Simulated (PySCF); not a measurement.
C3H8ClSi, doublet, at a GFN2-xTB geometry; PySCF with CASSCF(3,4)/STO-3G.

Input for PySCF:
```python
from pyscf import gto, scf, mcscf
import numpy

mol = gto.Mole()
mol.atom = '''
    C    -0.706546    1.703482   -0.824126
    Si   -0.094217    0.041173   -0.306850
    C     1.452511   -0.485825   -1.300190
    C    -1.432600   -1.307220   -0.524540
    Cl    0.414740    0.120067    1.669818
    H    -0.763498    2.539751   -0.150374
    H    -1.034643    1.908600   -1.827300
    H     2.271267    0.211614   -1.152321
    H     1.796728   -1.470121   -0.995833
    H     1.235076   -0.522509   -2.362594
    H    -1.057449   -2.282709   -0.228500
    H    -2.309041   -1.092406    0.079076
    H    -1.750168   -1.372412   -1.560023
'''
mol.basis = 'sto-3g'
mol.charge = 0
mol.spin = 1
mol.verbose = 4
mol.build()

mf = scf.ROHF(mol)
mf.kernel()
mc = mcscf.CASSCF(mf, 4, 3)
mc.fix_spin_(ss=0.75)
mc.kernel()
occ = numpy.linalg.eigvalsh(mc.fcisolver.make_rdm1(mc.ci, mc.ncas, mc.nelecas))[::-1]
ss = mc.fcisolver.spin_square(mc.ci, mc.ncas, mc.nelecas)[0]
print('natural occupations', occ.round(4), ' <S^2>', round(ss, 4))
```

What the program printed (banner, timings and long lists left out):

```
PySCF version 2.14.0

[INPUT] verbose = 4
[INPUT] num. atoms = 13
[INPUT] num. electrons = 57
[INPUT] charge = 0
[INPUT] spin (= nelec alpha-beta = 2S) = 1
[INPUT] symmetry False subgroup None
[INPUT] Mole.unit = angstrom
[INPUT] Symbol           X                Y                Z      unit          X                Y                Z       unit  Magmom
[...]
nuclear repulsion = 287.231911288725
number of shells = 27
number of NR pGTOs = 123
number of NR cGTOs = 41
basis = sto-3g
ecp = {}

******** <class 'pyscf.scf.rohf.ROHF'> ********
method = ROHF
initial guess = minao
damping factor = 0
level_shift factor = 0
DIIS = <class 'pyscf.scf.diis.CDIIS'>
diis_start_cycle = 1
diis_space = 8
diis_damp = 0
SCF conv_tol = 1e-09
SCF conv_tol_grad = None
SCF max_cycles = 50
direct_scf = True
direct_scf_tol = 1e-13
num. doubly occ = 28  num. singly occ = 1
Set gradient conv threshold to 3.16228e-05
init E= -856.949704620981
[...]
cycle= 1 E= -857.072692424398  delta_E= -0.123  |g|= 0.26  |ddm|= 2.88
[...]
cycle= 2 E= -857.115255545825  delta_E= -0.0426  |g|= 0.0566  |ddm|= 0.478
[...]
cycle= 3 E= -857.117195999318  delta_E= -0.00194  |g|= 0.0161  |ddm|= 0.109
[...]
cycle= 4 E= -857.117410966117  delta_E= -0.000215  |g|= 0.00388  |ddm|= 0.0373
[...]
cycle= 5 E= -857.117426384643  delta_E= -1.54e-05  |g|= 0.000668  |ddm|= 0.00878
[...]
cycle= 6 E= -857.117426748663  delta_E= -3.64e-07  |g|= 0.000138  |ddm|= 0.00152
[...]
cycle= 7 E= -857.117426769885  delta_E= -2.12e-08  |g|= 3.67e-05  |ddm|= 0.000374
[...]
cycle= 8 E= -857.117426771481  delta_E= -1.6e-09  |g|= 6.69e-06  |ddm|= 9.79e-05
[...]
cycle= 9 E= -857.117426771529  delta_E= -4.73e-11  |g|= 9.24e-07  |ddm|= 1.56e-05
[...]
Extra cycle  E= -857.117426771531  delta_E= -2.27e-12  |g|= 2.59e-07  |ddm|= 1.4e-06
converged SCF energy = -857.117426771531

******** <class 'pyscf.mcscf.mc1step.CASSCF'> ********
CAS (2e+1e, 4o), ncore = 27, nvir = 10
max_cycle_macro = 50
max_cycle_micro = 4
conv_tol = 1e-07
conv_tol_grad = None
orbital rotation max_stepsize = 0.02
orbital rotation threshold for CI restart = 0.01
augmented hessian ah_max_cycle = 30
augmented hessian ah_conv_tol = 1e-12
augmented hessian ah_linear dependence = 1e-14
augmented hessian ah_level shift = 1e-08
augmented hessian ah_start_tol = 2.5
augmented hessian ah_start_cycle = 3
augmented hessian ah_grad_trust_region = 3
kf_trust_region = 3
kf_interval = 4
ci_response_space = 4
ci_grad_trust_region = 3
with_dep4 0
natorb = False
canonicalization = True
sorting_mo_energy = False
ao2mo_level = 2
internal_rotation = False
******** <class 'pyscf.fci.addons.SpinPenaltyFCISolver'> ********
max. cycles = 50
conv_tol = 1e-08
davidson only = True
linear dependence = 1e-12
level shift = 0.001
max iter space = 12
nroots = 1
pspace_size = 400
spin = None
CASCI E = -857.118030736140  S^2 = 0.7500000
Set conv_tol_grad to 0.000316228
macro iter   1 ( 21 JK    4 micro), CASSCF E = -857.119300643780  dE = -1.26990764e-03  S^2 = 0.7500000
               |grad[o]|=0.00198  |grad[c]|=0.00817  |ddm|=0.00257  |maxRot[o]|=0.276
macro iter   2 ( 21 JK    4 micro), CASSCF E = -857.122954511496  dE = -3.65386772e-03  S^2 = 0.7500000
               |grad[o]|=0.00427  |grad[c]|=0.0147  |ddm|=0.0385  |maxRot[o]|=0.274
macro iter   3 ( 21 JK    4 micro), CASSCF E = -857.127470211375  dE = -4.51569988e-03  S^2 = 0.7500000
               |grad[o]|=0.00804  |grad[c]|=0.0153  |ddm|=0.00596  |maxRot[o]|=0.201
macro iter   4 ( 21 JK    4 micro), CASSCF E = -857.129599819012  dE = -2.12960764e-03  S^2 = 0.7500000
               |grad[o]|=0.00843  |grad[c]|=0.00498  |ddm|=0.00721  |maxRot[o]|=0.235
macro iter   5 ( 19 JK    4 micro), CASSCF E = -857.130607839546  dE = -1.00802053e-03  S^2 = 0.7500000
               |grad[o]|=0.00638  |grad[c]|=0.00371  |ddm|=0.00329  |maxRot[o]|=0.236
macro iter   6 ( 20 JK    4 micro), CASSCF E = -857.130926011211  dE = -3.18171665e-04  S^2 = 0.7500000
               |grad[o]|=0.00452  |grad[c]|=0.00607  |ddm|=0.00194  |maxRot[o]|=0.0339
macro iter   7 ( 20 JK    4 micro), CASSCF E = -857.131029526370  dE = -1.03515159e-04  S^2 = 0.7500000
               |grad[o]|=0.00349  |grad[c]|=0.00417  |ddm|=0.0012  |maxRot[o]|=0.0795
macro iter   8 ( 18 JK    4 micro), CASSCF E = -857.131150306947  dE = -1.20780577e-04  S^2 = 0.7500000
               |grad[o]|=0.0031  |grad[c]|=0.00305  |ddm|=0.000782  |maxRot[o]|= 0.02
macro iter   9 ( 14 JK    4 micro), CASSCF E = -857.131280053216  dE = -1.29746269e-04  S^2 = 0.7500000
               |grad[o]|=0.00253  |grad[c]|=0.0023  |ddm|=0.000507  |maxRot[o]|=0.0278
macro iter  10 (  9 JK    2 micro), CASSCF E = -857.131376595782  dE = -9.65425658e-05  S^2 = 0.7500000
               |grad[o]|=0.00172  |grad[c]|=0.000779  |ddm|=0.000226  |maxRot[o]|=0.0374
macro iter  11 (  9 JK    2 micro), CASSCF E = -857.131388910435  dE = -1.23146528e-05  S^2 = 0.7500000
               |grad[o]|=0.000583  |grad[c]|=0.000263  |ddm|=6.17e-05  |maxRot[o]|=0.0531
macro iter  12 (  4 JK    1 micro), CASSCF E = -857.131389289267  dE = -3.78832397e-07  S^2 = 0.7500000
               |grad[o]|=0.000132  |grad[c]|=8.33e-05  |ddm|=2.05e-05  |maxRot[o]|=0.00617
macro iter  13 (  6 JK    1 micro), CASSCF E = -857.131389311696  dE = -2.24295036e-08  S^2 = 0.7500000
               |grad[o]|=4.22e-05  |grad[c]|=5.85e-05  |ddm|=7.47e-06  |maxRot[o]|=0.0101
macro iter  14 (  1 JK    1 micro), CASSCF E = -857.131389311699  dE = -2.38742359e-12  S^2 = 0.7500000
               |grad[o]|=1.93e-05  |grad[c]|=1.66e-06  |ddm|=1.17e-06  |maxRot[o]|=    0
1-step CASSCF converged in  14 macro (204 JK  43 micro) steps
CASSCF canonicalization
Density matrix diagonal elements [1.97789831 1.00017245 0.00419977 0.01772947]
CASSCF energy = -857.131389311699
CASCI E = -857.131389311699  E(CI) = -2.31983613584600  S^2 = 0.7500000
natural occupations [1.9779e+00 1.0002e+00 2.1200e-02 7.0000e-04]  <S^2> 0.75
```
